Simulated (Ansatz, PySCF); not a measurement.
Gas-phase reaction in SMILES: C[SiH3] [methylsilane] -> [CH2][SiH3] + H atom (the C-H bond at the site shown breaks; other sites are not compared here)
Structures are relaxed separately at B3LYP-D3(BJ)/def2-TZVP in Ansatz (a first-principles code).

Property: bond dissociation energy (enthalpy at 298 K, with B3LYP-D3(BJ) rigid-rotor harmonic-oscillator terms from PySCF), in kcal/mol. Valence correlation only, unless marked. UHF or UKS for open shells. Spin-orbit coupling is left out. Non-relativistic unless marked X2C. CBS(X,Y): correlation extrapolated as X^-3; Hartree-Fock from the larger set. The bracket is a focal-point correction in the basis named.

```tsv
level	program	bond dissociation energy (kcal/mol)
BHLYP-D3(BJ)/def2-TZVPD	Ansatz + dftd3	97.9
LC-wPBE-D4/def2-TZVPD	Ansatz + dftd4	(withheld)
SCS-MP2/def2-TZVPPD	Ansatz	101.5
X2C-CCSD(T)/cc-pVTZ-DK	Ansatz	100.5
RI-MP2/CBS(def2-TZVPPD,def2-QZVPPD)+[CCSD(T)-MP2]/def2-TZVPPD	Ansatz	101.9
```

Question: Some entries are withheld; supply them.

Answer: 
- LC-wPBE-D4/def2-TZVPD, bond dissociation energy (kcal/mol): 98.0
